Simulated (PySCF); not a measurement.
Computed with PySCF with B3LYP-D3(BJ)/def2-TZVP. Gas-phase values, no solvent. One relaxed conformer stands for a flexible species; it need not be the lowest. B3LYP has the VWN-RPA correlation part, as in Gaussian. 

Reference species (SMILES): `C=C(C)O` (C–C–O–H torsion 0°) (neutral, multiplicity 1).

```yaml
HOMO: -6.40 eV
HOMO–LUMO gap: 7.03 eV
```

Changed species: `O1C[C@H]1C`.

Task: Predict the effect on the HOMO and HOMO–LUMO gap.

Result: the HOMO decreases by 1.11 eV, to -7.51 eV; the HOMO–LUMO gap rises by 1.70 eV, to 8.73 eV.
